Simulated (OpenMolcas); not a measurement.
**F4+: effect of the IPEA shift**

```
Program             : OpenMolcas
Basis               : ANO-RCC-VTZP [4s3p2d1f]
Scalar Hamiltonian  : DKH2, point nucleus
Active space        : 3 electrons in 9 orbitals (RAS2 2s 2p; RAS3 3d, at most 2 electrons)
State averaging     : 2S+1 = 4 odd, 1 root; 2S+1 = 2 odd, 11 roots (8 in the spin-orbit step); 2S+1 = 4 even, 3 roots; 2S+1 = 2 even, 9 roots
Spin-orbit coupling : RASSI with atomic mean-field integrals over the reference wave functions, term energies averaged over their components
```

Methods on the same reference wave functions:
A. RASSCF
B. SS-RASPT2, IPEA 0 Eh, imaginary shift 0.1 Eh (closed shells correlated: 1s)
C. SS-RASPT2, IPEA 0.25 Eh, imaginary shift 0.1 Eh (closed shells correlated: 1s)

Energies in cm⁻¹ above 2s² 2p ²P°_1/2, the measured ground level; measured values from Moore, Atomic Energy Levels, vol. I, NSRDS-NBS 35 (1971 reprint of NBS Circular 467, 1949).

```tsv
Level	A	B	C	Measured
2s² 2p ²P°_1/2	0.0	0.0	0.0	0.0
2s² 2p ²P°_3/2	700	700	700	746
2s 2p² ⁴P_1/2	83914	85216	85211	
2s 2p² ⁴P_3/2	84167	85469	85464	
2s 2p² ⁴P_5/2	84584	85886	85882	
2s 2p² ²D_3/2	155167	154108	154111	152898
2s 2p² ²D_5/2	155172	154112	154115	152876
2s 2p² ²S_1/2	203373	199999	200065	197565
2s 2p² ²P_1/2	218346	216699	216714	214881
2s 2p² ²P_3/2	218826	217181	217196	215348
2p³ ⁴S°_3/2	276619	276797	276803
```

Deviations, from unrounded energies. A percentage is the sum of absolute deviations over the sum of measured energies, with the sign that they share, or ± where signs differ.

```tsv
Against measurement	Levels	A	B	C
mean absolute deviation (cm-1)	6	2900	1400	1400
fine structure of the ground term (%)	1	-6.1	-6.1	-6.1
other configurations (%)	5	+1.9	+0.9	+0.9
```

B, C lie about equally close to measurement and A furthest from it. The largest miss of B in the table is 2s 2p² ²S_1/2, by +2400 cm-1. The ranking rests on the paired levels alone, and a cruder setting can come out closer through cancelling errors.

Between B and C the level of the table that moves most is 2s 2p² ²S_1/2, by 66 cm-1 (lowest in B, highest in C).

The lowest spin-free term lies below A's lowest term by 0.015 hartree in B, 0.015 hartree in C.

Active for correlation alone: 3d; no level in the range computed is led by a configuration that fills it, so any true level of that kind is missing. Computed and measured levels are paired by configuration, term and J; levels that our copy of the source lacks, or whose pairing is in doubt (as where it misses far off the trend of its configuration), stay unpaired and out of the deviations. Only configurations of the active space appear. Levels that lie high or do not pair safely by name in every column are left out.

° marks odd parity.
